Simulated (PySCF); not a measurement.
# Where the electron goes

H₇NOSi₂.
Numbering: `[NH2:1][SiH2:2][O:3][SiH3:4]` (hydrogens: H5, H6 on N1; H7, H8 on Si2; H9, H10, H11 on Si4)

Cartesian coordinates in Å at the PBE0-D3(BJ)/def2-SVP level; atoms count from 1:
```
atom  x, y, z in Å
N1    -1.9132    0.3523   -0.4182
Si2   -0.9368   -0.6327    0.5931
O3     0.6710   -0.1918    0.6647
Si4    1.9079    0.2681   -0.3349
H5    -2.1576    1.3041   -0.1721
H6    -1.9629    0.1989   -1.4182
H7    -1.4378   -0.5383    1.9889
H8    -1.0166   -2.0173    0.0464
H9     1.8426   -0.4680   -1.6374
H10    3.2049   -0.0359    0.3329
H11    1.8380    1.7337   -0.6202
```

Computed with PySCF, TDDFT wB97X-D/def2-SVPD, vertical, gas phase, core orbitals frozen in the response.

Frontier orbitals with the atoms that hold most of them (Löwdin shares over 4%, at most four atoms; ? is withheld):

```csv
orbital,ε (eV),atoms
HOMO-3,-11.54,"Si4 22%, Si2 20%, H9 16%, H7 13%"
HOMO-2,-10.92,"O3 26%, Si4 25%, H10 17%, H11 12%"
HOMO-1,-10.42,"O3 36%, Si4 14%, Si2 13%, H8 12%"
HOMO,-9.79,?
LUMO,?,?
LUMO+1,2.15,"Si4 35%, H11 11%, H9 10%, H10 10%"
LUMO+2,2.64,"Si4 38%, O3 10%, Si2 7%, N1 7%"
```

(1) Give the leading atoms of the LUMO.

(2) Give the leading atoms of the HOMO.

(3) What is the LUMO energy, and the HOMO–LUMO gap?

## Answers

(1) Si2 (bonded to N, O and 2 H) 24%; Si4 (bonded to O and 3 H) 24%; N1 (bonded to Si and 2 H) 8%; H9 (bonded to Si) 8%. By element: silicon 48%, nitrogen 8%, hydrogen 8% or more.

(2) N1 (bonded to Si and 2 H) 65%; O3 (bonded to 2 Si) 11%; Si2 (bonded to N, O and 2 H) 7%; H6 (bonded to N) 6%.

(3) ε(LUMO) = 1.77 eV; the gap is 11.55 eV (0.4246 hartree).

Problem. How does S1 compare with the orbital gap of 11.55 eV?

Solution. S1 is at 6.94 eV (f = 0.066), 4.61 eV below the gap, made of HOMO→LUMO (74%), HOMO→LUMO+2 (12%), HOMO→LUMO+1 (8%). 

Next come S2 at 7.56 eV (f 0.0024), HOMO-1→LUMO (66%), HOMO-1→LUMO+1 (18%); S3 at 7.77 eV (f 0.013), HOMO-2→LUMO (30%), HOMO→LUMO+1 (27%), HOMO-2→LUMO+1 (14%); S4 at 8.24 eV (f 0.042), HOMO-2→LUMO (22%), HOMO→LUMO+4 (16%), HOMO→LUMO+1 (16%); S5 at 8.30 eV (f 0.059), HOMO-1→LUMO+1 (53%), HOMO-1→LUMO (20%), HOMO-3→LUMO (9%).

On Arm Neoverse N1, one thread, shared host with 64 logical CPUs at a one-minute load of 62, this took 2.3 min of wall time and 0.69 GiB of memory at its peak.

One conformer stands for the species.
